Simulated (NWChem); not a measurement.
# SiHF cation, doublet; SMILES of the neutral closed-shell parent F[SiH]

```xyz
3

Si     0.0930     0.5592     0.0000
H     -1.2630     1.2541     0.0000
F     -0.0043    -1.0092     0.0000
```
Atoms are numbered in this order, from 1.

In the optimisation the excess spin sits in a' (Cs, its own frame). Geometry: optimised at PBE0/def2-SVP, spin-unrestricted. This spin state was assumed; another may lie lower. No stability test was run on the SCF state.

Symmetry labels are those of Cs in the frame above (b1 and b2, or b-type labels, depend on it).

**Question.** List the 4 lowest vertical excitations from PBE/aug-cc-pVDZ, spin-unrestricted, TDA (NWChem).

**Answer.** 
```
state    energy (eV)  oscillator strength  symmetry of the excitation  <S²>
-------  -----------  -------------------  --------------------------  ----
state 1         3.12                0.014                          a"  0.75
state 2         5.36                0.022                          a'  0.77
state 3         5.78                0.002                          a"  0.79
state 4         6.14                0.010                          a'  0.81
```
